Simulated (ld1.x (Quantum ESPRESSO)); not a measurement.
# Configuration tests for Ti (Z = 22) (PAW)

* Element: titanium (Ti)
* Generator: ld1.x (Quantum ESPRESSO) 7.5
* Type: PAW
* Functional: BP86
* Relativity: scalar-relativistic
* Frozen core: [Ne]
* Valence charge: 12
* Reference configuration: 3s2 3p6 3d2 4s0 4p0 (charge +2)
* Partial waves: 3s (bound): rcut 1.60, rcutus 2.05 bohr; 4s (bound, empty): rcut 1.60, rcutus 2.05 bohr; 3p (bound): rcut 1.45, rcutus 1.50 bohr; 4p (bound, empty): rcut 1.45, rcutus 1.50 bohr; 3d (bound): rcut 1.50, rcutus 1.80 bohr; 3d channel at 3.05 Ry: rcut 1.50, rcutus 1.80 bohr; 4f channel at -0.05 Ry: rc 2.10 bohr
* Local potential: the f channel
* Core correction: a·sin(br)/r model core inside 1.50 bohr
* Augmentation charge: BESSEL, radius 1.15 bohr

Energies are relative to the spin-unpolarised reference configuration 3s2 3p6 3d2 4s0 4p0; without spin polarisation the order of configurations can differ from experiment.

```
valence configuration  charge  ΔE all-electron (eV)  error AE − PS (meV)
  3s2 3p6 3d2 4s1 4p0      +1               -13.662                 +0.5
  3s2 3p6 3d1 4s0 4p0      +3                26.972                 +2.3
  3s2 3p6 3d3 4s0 4p0      +1               -13.595                 -3.2
  3s1 3p6 3d2 4s2 4p0      +1                48.552                  +22
  3s2 3p6 3d1 4s2 4p0      +1               -11.306                  +13
```

Q: What are ΔE and the potential's error for 3s2 3p6 3d2 4s2 4p0?

A: ΔE = -21.181 eV all-electron; the error (AE − PS) is +0.2 meV.

Q: What are ΔE and the potential's error for 3s2 3p6 3d2 4s0 4p1?

A: ΔE = -9.858 eV all-electron; the error (AE − PS) is +0.7 meV.

Levels in the configuration 3s2 3p6 3d2 4s1 4p0:

| level | all-electron (eV) | pseudo (eV) |
| --- | --- | --- |
| 3s | -70.027 | -70.025 |
| 3p | -46.267 | -46.265 |
| 3d | -11.524 | -11.523 |
| 4s | -10.551 | -10.551 |
